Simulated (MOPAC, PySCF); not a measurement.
H$_{4}$SSi, SMILES `[SiH3]S`, neutral singlet in the gas phase. 

Cartesian coordinates (Å):
SMILES: [SiH3]S
```xyz
6

Si    -0.5166     0.0992     0.0445
S      1.3442    -0.8600     0.4746
H     -0.4568     1.5567     0.3217
H     -0.9211    -0.1024    -1.3698
H     -1.4970    -0.5480     0.9484
H      2.0460    -0.1441    -0.4201
```
Charge 0, multiplicity 1.

All levels are single points at this geometry (PBE0-D3(BJ)/def2-TZVP); Pople sets use spherical d functions. Orbital energies aren't observables, and empty levels follow the basis.

```csv
level,HOMO (eV),LUMO (eV),gap (eV),dipole (D),"vertical IE, Delta-SCF (eV)"
PBE0-D3(BJ)/def2-TZVP in PySCF,-7.51,0.10,7.62,1.05,9.84
ωB97X-D3(BJ)/def2-TZVP in PySCF,-9.95,2.06,12.01,1.09,10.05
B3LYP/6-311+G** in PySCF,-7.26,-0.58,6.69,1.35,–
B3LYP/6-31G* in PySCF,-7.14,0.00,7.14,1.40,9.83
B3LYP/LANL2DZ in PySCF,-7.18,-0.03,7.15,1.86,–
SVWN5/6-31G* in PySCF,-6.21,-0.86,5.35,1.43,9.79
HF/6-31G* in PySCF,-10.30,3.27,13.58,1.59,8.95
HF/STO-3G in PySCF,-7.12,10.84,17.96,1.19,–
PM7 in MOPAC,-9.52,-0.85,8.67,1.86,–
```
